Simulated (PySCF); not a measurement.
# `FC=C=C=C=C([Se]C)F`, C6H4F2Se

Molfile (atoms numbered from 1):
```
C6H4F2Se
     RDKit          3D

 13 12  0  0  0  0  0  0  0  0999 V2000
   -2.3413    0.4685    0.4839 C   0  0  0  0  0  0  0  0  0  0  0  0
   -2.6951    0.3507   -1.4148 Se  0  0  0  0  0  2  0  0  0  0  0  0
   -0.9243   -0.0168   -1.9606 C   0  0  0  0  0  0  0  0  0  0  0  0
   -0.8566   -0.1495   -3.2820 F   0  0  0  0  0  0  0  0  0  0  0  0
    0.1335   -0.1354   -1.1803 C   0  0  0  0  0  0  0  0  0  0  0  0
    1.1097   -0.2334   -0.3597 C   0  0  0  0  0  0  0  0  0  0  0  0
    2.0946   -0.3322    0.4563 C   0  0  0  0  0  0  0  0  0  0  0  0
    3.0960   -0.4926    1.2944 C   0  0  0  0  0  0  0  0  0  0  0  0
    3.8803    0.5040    1.6918 F   0  0  0  0  0  0  0  0  0  0  0  0
   -1.9752   -0.4950    0.8609 H   0  0  0  0  0  0  0  0  0  0  0  0
   -3.2980    0.7192    0.9613 H   0  0  0  0  0  0  0  0  0  0  0  0
   -1.6068    1.2598    0.6815 H   0  0  0  0  0  0  0  0  0  0  0  0
    3.3816   -1.4512    1.7439 H   0  0  0  0  0  0  0  0  0  0  0  0
  1  2  1  0
  2  3  1  0
  3  4  1  0
  3  5  2  0
  5  6  2  0
  6  7  2  0
  7  8  2  0
  8  9  1  0
  1 10  1  0
  1 11  1  0
  1 12  1  0
  8 13  1  0
M  END
```

Computed, not measured: TDDFT CAM-B3LYP/aug-cc-pVDZ circular dichroism and optical rotation, one conformer, gas phase (PySCF 2.14.0). Geometry: PBE0-D3(BJ)/def2-SVP.

The calculation is non-relativistic, which matters for the atoms heavier than Zn. No stereocentre is labelled: unless the shape is locked (an allene, a helicene, a hindered biaryl), the mirror image is equally populated and a measured rotation or CD is zero.

Problem. List the lowest 12 singlet excitations with oscillator and rotatory strengths.

Solution. Rotatory strengths R in 10⁻⁴⁰ esu² cm², velocity form and length form (origin at the centre of mass); f in length form.
| state | E (eV) | λ (nm) | f | R (velocity) | R (length) | main |
| --- | --- | --- | --- | --- | --- | --- |
| 1 | 3.08 | 403 | 0.0003 | +0.4 | +0.1 | HOMO→LUMO 0.92 |
| 2 | 3.86 | 321 | 0.0003 | +0.2 | -0.2 | HOMO−1→LUMO+1 0.97 |
| 3 | 4.19 | 296 | 0.114 | -1.6 | -1.4 | HOMO→LUMO+1 0.74, HOMO−1→LUMO 0.24 |
| 4 | 4.75 | 261 | 9e-05 | +0.2 | +0.1 | HOMO−2→LUMO 0.31, HOMO→LUMO+2 0.28 |
| 5 | 5.21 | 238 | 1.081 | -23.1 | -23.0 | HOMO−1→LUMO 0.57, HOMO→LUMO+1 0.19 |
| 6 | 5.43 | 229 | 0.005 | +1.9 | +2.1 | HOMO→LUMO+2 0.50, HOMO−2→LUMO 0.36 |
| 7 | 5.62 | 220 | 0.016 | +1.5 | +1.5 | HOMO→LUMO+4 0.65, HOMO−2→LUMO 0.12 |
| 8 | 5.99 | 207 | 0.008 | +3.6 | +3.6 | HOMO→LUMO+3 0.27, HOMO→LUMO+4 0.17 |
| 9 | 6.19 | 200 | 0.437 | -3.2 | -2.4 | HOMO−1→LUMO+2 0.41, HOMO−2→LUMO+1 0.29 |
| 10 | 6.27 | 198 | 0.470 | +16.9 | +17.3 | HOMO−2→LUMO+1 0.33, HOMO−1→LUMO+2 0.22 |
| 11 | 6.31 | 197 | 0.028 | -12.6 | -13.6 | HOMO→LUMO+3 0.41, HOMO→LUMO+7 0.24 |
| 12 | 6.44 | 192 | 0.074 | -3.9 | -3.6 | HOMO→LUMO+5 0.65, HOMO→LUMO+6 0.10 |

For state 2 the two forms differ in sign, so the sign of R isn't settled.

Among the states computed, the strongest CD band (largest |R|) is state 5. The largest dissymmetry factor in size, g = 4R/(D+G), with D and G the electric and magnetic dipole strengths, is -0.0044 for state 11 (velocity form, f = 0.027), among bands with |R| over 0.5. The mirror image has the same energies and oscillator strengths and all R with the opposite sign.
